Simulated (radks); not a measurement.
Spherical quantum dot in the effective-mass picture: electrons in a hard-walled sphere of radius 4.02, all in effective atomic units (hartree* = m*/eps^2 hartree, bohr* = eps/m* bohr), one dielectric constant everywhere. Method: non-relativistic Kohn-Sham, exchange-only LDA, spin-polarised, spherical densities; computed with a radial shooting solver with Libxc functionals. Levels are named by radial order and angular momentum (1s, 1p, 1d, 2s, ...), and open shells are averaged over m.

N = 4, configuration 1s2 1p(up 2, down 0). This is the lowest configuration that the search found. Occupied and some empty levels:

level,occupation,eigenvalue (hartree*),<r> (bohr*)
1s up,1,1.5423,2.277
1s down,1,1.6375,2.253
1p up,2,1.7872,2.524
1p down,0,1.8885,2.521
1d up,0,2.1427,2.692
1d down,0,2.2452,2.695
2s up,0,2.5015,1.920
2s down,0,2.5674,1.923
1f up,0,2.5928,2.817
1f down,0,2.6944,2.822

Energy (hartree*): total 4.05341, kinetic 1.9525, external 0, Hartree 3.0006, exchange-correlation -0.89973.

Electron density:

r (bohr*),n(r) (e/bohr*^3)
0.200,0.02266
0.401,0.02349
0.602,0.02481
0.802,0.02654
1.00,0.02854
1.20,0.03063
1.41,0.03258
1.61,0.03411
1.81,0.03493
2.01,0.03474
2.21,0.03335
2.41,0.03063
2.61,0.02668
2.81,0.02175
3.01,0.01632
3.21,0.01096
3.41,0.006303
3.61,0.002776
3.81,0.0006750
4.02,1.432e-06
